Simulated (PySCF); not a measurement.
Estimate the missing entries of this data sheet.

Compound: [NbOF4]- (charge -1 and singlet state).
SMILES: `[O]=[Nb-]([F])([F])([F])[F]`

```csv
property,level,value
point group,PBE0-D3(BJ)/def2-SVP,C4v
"rotational constants A, B, C",PBE0-D3(BJ)/def2-SVP,?
HOMO energy,PBE0/def2-SVPD,?
LUMO energy,PBE0/def2-SVPD,?
lowest singlet excitation,TDDFT PBE0/def2-SVPD,?
lowest triplet excitation (Tamm–Dancoff),TDA PBE0/def2-SVPD,?
static isotropic polarisability,PBE0/def2-SVPD,48.1 au
```

Gas-phase values; electronic properties from PySCF, density fitting. Isolated species at its PBE0-D3(BJ)/def2-SVP geometry, gas phase. Atoms past krypton carry effective core potentials; spin–orbit coupling is left out. The geometry's basis has no diffuse functions, a weakness for an anion.

(1) Give the rotational constants A, B, C.

(2) Give the lowest triplet excitation (Tamm–Dancoff).

(3) The HOMO energy?

(4) The LUMO energy?

(5) What is the lowest singlet excitation?

## Answers

(1) 2.568, 2.568, 1.951 GHz.

(2) 5.84 eV.

(3) -5.01 eV.

(4) 2.85 eV.

(5) 5.99 eV (207 nm, f = 0.003 summed over 2 states within 0.01 eV).

In wavenumbers S1 is 48300 cm⁻¹ (1 eV = 8065.54 cm⁻¹). No computed singlet falls in the visible range (750 to 380 nm, 1.65 to 3.26 eV); S1 lies 2.73 eV above its blue end. The vertical singlet–triplet gap S1 − T1 is 0.15 eV (TDDFT singlet less Tamm–Dancoff triplet).
